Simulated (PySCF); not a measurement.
First SCF of a structure search on triplet Mn(OH)3, at a hand-made T-shaped (heavy-atom frame) geometry. PySCF input:

```python
from pyscf import gto, scf, dft
mol = gto.M(atom='''
Mn     0.000000     0.000000     0.000000
O      0.000000     0.000000     1.820000
O      1.818900     0.000000     0.063500
O     -1.818900     0.000000     0.063500
H     -0.735400     0.000000     2.437100
H      2.435600    -0.735400     0.085100
H     -2.435600     0.735400     0.085100''',
    basis={'Mn': 'def2-SVP', 'O': 'def2-SVP', 'H': 'def2-SVP'},
    charge=0, spin=2)
mf = dft.UKS(mol, xc='PBE')
mf.grids.atom_grid = (50, 194)
aux = {'Mn': 'def2-universal-JKFIT', 'O': 'def2-universal-JKFIT', 'H': 'def2-universal-JKFIT'}
mf = mf.density_fit(auxbasis=aux)
mf.conv_tol = 1e-08
mf.diis_space = 10
mf.max_cycle = 60
mf.init_guess = 'minao'
mf.verbose = 4
mf.kernel()
```

Excerpt of the output (cycles alone); where DIIS stalls, ADIIS, DIIS with a small level shift and a second-order solver take over in turn:

```
init E= -1376.67512431272
cycle= 1 E= -1368.06440980539  delta_E= 8.61  |g|=    3  |ddm|= 5.19
cycle= 2 E= -1323.57447536163  delta_E= 44.5  |g|= 7.45  |ddm|= 9.56
cycle= 3 E= -1362.55201265226  delta_E=  -39  |g|= 4.55  |ddm|= 6.52
cycle= 4 E= -1366.0623202241  delta_E= -3.51  |g|= 4.38  |ddm|=  2.4
cycle= 5 E= -1367.67399150332  delta_E= -1.61  |g|= 4.27  |ddm|= 2.17
cycle= 6 E= -1368.3570657483  delta_E= -0.683  |g|= 4.29  |ddm|= 1.96
cycle= 7 E= -1368.08704942919  delta_E= 0.27  |g|= 4.29  |ddm|= 1.31
cycle= 8 E= -1368.2451970492  delta_E= -0.158  |g|= 4.31  |ddm|= 1.61
cycle= 9 E= -1368.95158031582  delta_E= -0.706  |g|= 4.16  |ddm|= 1.27
cycle= 10 E= -1368.78553441842  delta_E= 0.166  |g|= 4.19  |ddm|= 0.145
cycle= 11 E= -1368.67355709126  delta_E= 0.112  |g|= 4.22  |ddm|= 0.748
cycle= 12 E= -1308.99203699042  delta_E= 59.7  |g|= 8.13  |ddm|= 11.9
cycle= 13 E= -1369.83520534081  delta_E= -60.8  |g|= 2.58  |ddm|= 10.5
... 38 lines left out ...
cycle= 52 E= -1364.65334044931  delta_E= -0.445  |g|= 4.52  |ddm|= 1.39
cycle= 53 E= -1364.89496189085  delta_E= -0.242  |g|= 4.51  |ddm|= 0.616
cycle= 54 E= -1364.23121157906  delta_E= 0.664  |g|= 4.53  |ddm|= 1.01
cycle= 55 E= -1363.54895972819  delta_E= 0.682  |g|= 4.63  |ddm|= 2.03
cycle= 56 E= -1364.53716457441  delta_E= -0.988  |g|= 4.69  |ddm|= 2.04
cycle= 57 E= -1364.33725430465  delta_E=  0.2  |g|=  4.6  |ddm|= 0.656
cycle= 58 E= -1364.36036491443  delta_E= -0.0231  |g|= 4.56  |ddm|= 0.235
cycle= 59 E= -1363.86904377437  delta_E= 0.491  |g|= 4.63  |ddm|= 0.39
cycle= 60 E= -1311.566527372  delta_E= 52.3  |g|= 7.92  |ddm|= 13.9
SCF not converged.
init E= -1376.67512431272
cycle= 1 E= -1368.06440980539  delta_E= 8.61  |g|=    3  |ddm|= 5.19
cycle= 2 E= -1323.57447536163  delta_E= 44.5  |g|= 7.45  |ddm|= 9.56
cycle= 3 E= -1363.79670259233  delta_E= -40.2  |g|= 4.41  |ddm|= 7.13
cycle= 4 E= -1363.87879151626  delta_E= -0.0821  |g|= 4.29  |ddm|=  3.5
cycle= 5 E= -1377.44406767572  delta_E= -13.6  |g|= 0.609  |ddm|= 3.23
cycle= 6 E= -1374.64813372563  delta_E=  2.8  |g|= 2.07  |ddm|= 3.44
cycle= 7 E= -1377.27852426368  delta_E= -2.63  |g|= 0.855  |ddm|=    3
cycle= 8 E= -1377.04742562594  delta_E= 0.231  |g|= 1.09  |ddm|= 1.87
cycle= 9 E= -1377.48533043926  delta_E= -0.438  |g|= 0.646  |ddm|= 1.23
cycle= 10 E= -1377.47457117608  delta_E= 0.0108  |g|=  0.5  |ddm|= 1.68
cycle= 11 E= -1377.59591540889  delta_E= -0.121  |g|= 0.353  |ddm|= 1.75
cycle= 12 E= -1377.53271194629  delta_E= 0.0632  |g|= 0.566  |ddm|= 0.944
cycle= 13 E= -1377.65015667031  delta_E= -0.117  |g|= 0.165  |ddm|= 0.767
cycle= 14 E= -1377.58676068777  delta_E= 0.0634  |g|= 0.407  |ddm|= 1.34
cycle= 15 E= -1377.65029604977  delta_E= -0.0635  |g|= 0.193  |ddm|= 1.18
cycle= 16 E= -1377.63703437692  delta_E= 0.0133  |g|= 0.259  |ddm|= 1.03
cycle= 17 E= -1377.66383598657  delta_E= -0.0268  |g|= 0.132  |ddm|= 0.701
cycle= 18 E= -1377.65271592241  delta_E= 0.0111  |g|= 0.212  |ddm|= 0.348
cycle= 19 E= -1377.66381187889  delta_E= -0.0111  |g|= 0.141  |ddm|= 0.268
cycle= 20 E= -1377.66668274397  delta_E= -0.00287  |g|= 0.123  |ddm|= 0.225
SCF not converged.
init E= -1377.66668274397
cycle= 1 E= -1377.59230045459  delta_E= 0.0744  |g|= 0.444  |ddm|= 0.342
cycle= 2 E= -1371.71326264753  delta_E= 5.88  |g|= 4.06  |ddm|= 2.06
cycle= 3 E= -1376.00180674556  delta_E= -4.29  |g|= 2.24  |ddm|= 0.893
cycle= 4 E= -1376.91923217333  delta_E= -0.917  |g|= 1.48  |ddm|= 0.371
cycle= 5 E= -1377.51632586765  delta_E= -0.597  |g|= 0.622  |ddm|= 0.431
cycle= 6 E= -1377.6569294516  delta_E= -0.141  |g|= 0.157  |ddm|= 0.299
cycle= 7 E= -1377.67072653555  delta_E= -0.0138  |g|= 0.0558  |ddm|= 0.202
cycle= 8 E= -1377.67016786281  delta_E= 0.000559  |g|= 0.087  |ddm|= 0.114
cycle= 9 E= -1377.67080563614  delta_E= -0.000638  |g|= 0.0823  |ddm|= 0.0669
cycle= 10 E= -1377.67097661445  delta_E= -0.000171  |g|= 0.0807  |ddm|= 0.0426
cycle= 11 E= -1377.67075253591  delta_E= 0.000224  |g|= 0.0834  |ddm|= 0.0263
cycle= 12 E= -1377.67043907432  delta_E= 0.000313  |g|= 0.0873  |ddm|= 0.0182
cycle= 13 E= -1377.67103869772  delta_E= -0.0006  |g|= 0.078  |ddm|= 0.0135
cycle= 14 E= -1377.67304927432  delta_E= -0.00201  |g|= 0.0387  |ddm|= 0.0332
cycle= 15 E= -1377.6736420085  delta_E= -0.000593  |g|= 0.0179  |ddm|= 0.0294
cycle= 16 E= -1377.67379329075  delta_E= -0.000151  |g|= 0.00998  |ddm|= 0.0177
cycle= 17 E= -1377.67385015926  delta_E= -5.69e-05  |g|= 0.00569  |ddm|= 0.0114
cycle= 18 E= -1377.67387327352  delta_E= -2.31e-05  |g|= 0.00338  |ddm|= 0.00806
cycle= 19 E= -1377.67388635985  delta_E= -1.31e-05  |g|= 0.00225  |ddm|= 0.00744
cycle= 20 E= -1377.67389628589  delta_E= -9.93e-06  |g|= 0.00153  |ddm|= 0.00725
cycle= 21 E= -1377.67390536739  delta_E= -9.08e-06  |g|= 0.00106  |ddm|= 0.00786
cycle= 22 E= -1377.6739126579  delta_E= -7.29e-06  |g|= 0.000736  |ddm|= 0.00692
cycle= 23 E= -1377.67392422576  delta_E= -1.16e-05  |g|= 0.00121  |ddm|= 0.0128
cycle= 24 E= -1377.67393066784  delta_E= -6.44e-06  |g|= 0.000821  |ddm|= 0.00714
cycle= 25 E= -1377.67393984853  delta_E= -9.18e-06  |g|= 0.00109  |ddm|= 0.0114
cycle= 26 E= -1377.67394844892  delta_E= -8.6e-06  |g|= 0.00107  |ddm|= 0.0113
cycle= 27 E= -1377.67395666074  delta_E= -8.21e-06  |g|= 0.00116  |ddm|= 0.0117
cycle= 28 E= -1377.67396416942  delta_E= -7.51e-06  |g|= 0.00103  |ddm|= 0.011
cycle= 29 E= -1377.6739695213  delta_E= -5.35e-06  |g|= 0.000692  |ddm|= 0.00784
cycle= 30 E= -1377.67397615959  delta_E= -6.64e-06  |g|= 0.00105  |ddm|= 0.0112
SCF not converged.
macro= 0  E= -1377.67399017802  delta_E= -1.40184e-05  |g|= 0.00105437  1 KF 5 JK
macro= 1  E= -1377.67403310409  delta_E= -4.29261e-05  |g|= 0.00330663  2 KF 9 JK
macro= 2  E= -1377.67403510033  delta_E= -1.99624e-06  |g|= 0.000289472  2 KF 12 JK
macro= 3  E= -1377.67403510182  delta_E= -1.49112e-09  |g|= 3.84583e-05  1 KF 3 JK
macro X = 4  E=-1377.67403510182  |g|= 3.84583e-05  total 7 KF 34 JK
converged SCF energy = -1377.67403510182  <S^2> = 2.8392263  2S+1 = 3.515239
```

No lower solution of this spin was found by a stability analysis within the unrestricted form.

Open d and f shells are described by one determinant, and the ground state may have another occupation or spin.

The search for the lowest solution, with the stability check, took 3.8 min on 2 threads of a shared Intel Xeon @ 2.50GHz (Skylake/Cascade Lake) host, with 88 basis functions; the process peaked at 0.4 GiB. Launch command: `OMP_NUM_THREADS=2 python axn.py task.json out`.
